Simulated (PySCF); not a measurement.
Input of a run (PBE0-D3(BJ)/def2-SVP geometry optimisation, gas phase (PySCF 2.14.0)), started from GFN2-xTB:
```
{"job": {"xc": "PBE0", "basis": "def2-SVP", "d3": "d3bj", "grid": 1, "shake": 0.01, "kind": "geom"}, "charge": 0, "multiplicity": 1}
C      2.260260    -1.310930     1.355790
C      1.540930    -0.390590     0.956040
Si     0.443920     0.996400     0.350960
O      1.303880     2.028700    -0.601650
O     -0.750000     0.313040    -0.497130
Si    -2.034940    -0.619900    -0.755150
H      2.859120    -2.073160     1.696130
H     -0.044570     1.843340     1.415770
H      1.560010     1.785760    -1.453010
H     -3.150660    -0.088150     0.031910
H     -1.706970    -1.987020    -0.320660
H     -2.241290    -0.525760    -2.188030
```

Output (energies in Eh, forces in Eh/bohr):
```
step   0  E = -808.44879689  max force = 0.058453
step   1  E = -808.45799116  max force = 0.011062
step   2  E = -808.45853208  max force = 0.003919
step   3  E = -808.45885978  max force = 0.003353
step   4  E = -808.45904741  max force = 0.003411
step   5  E = -808.45922899  max force = 0.001876
step   6  E = -808.45930942  max force = 0.001377
step   7  E = -808.45935339  max force = 0.001085
step   8  E = -808.45938162  max force = 0.001039
step   9  E = -808.45940804  max force = 0.000704
step  10  E = -808.45943191  max force = 0.000729
step  11  E = -808.45944701  max force = 0.000470
step  12  E = -808.45945386  max force = 0.000369
optimisation converged
```

Question: Summarise the run.

Answer: The energy falls by 0.290 eV over 13 energy and gradient evaluations, the largest force component goes from 0.0585 to 3.7e-04 Eh/bohr, and the atoms move by 0.209 Å rms after alignment. Among the bonds, O5–Si6 and C1–H7 change most and about equally (+0.049 Å). Bonds longer at the end by more than 0.005 Å: 8 of 11; shorter: 2. Among the angles that change most is Si3–O5–Si6, from 156.8° to 149.4°. Among the dihedrals that turn most is O5–Si3–O4–H9, from -45° to -71°. The energy never rose by more than 1e-6 Eh on the way. The first step brought 86 % of the lowering.

Question: What are the final bond lengths?

Answer: C1≡C2 1.217 Å, C2–Si3 1.837 Å, Si3–O4 1.648 Å, Si3–O5 1.646 Å, O5–Si6 1.658 Å, C1–H7 1.076 Å, Si3–H8 1.478 Å, O4–H9 0.962 Å, Si6–H10 1.493 Å, Si6–H11 1.493 Å, Si6–H12 1.490 Å. Numbering counts from 1 in the input's order; the species is `C#C[Si@@H](O)O[SiH3]`.

The run used 122 basis functions and 91 SCF cycles in all.

PBE0-D3(BJ)/def2-SVP frequencies: not computed here. One conformer, not necessarily the lowest.
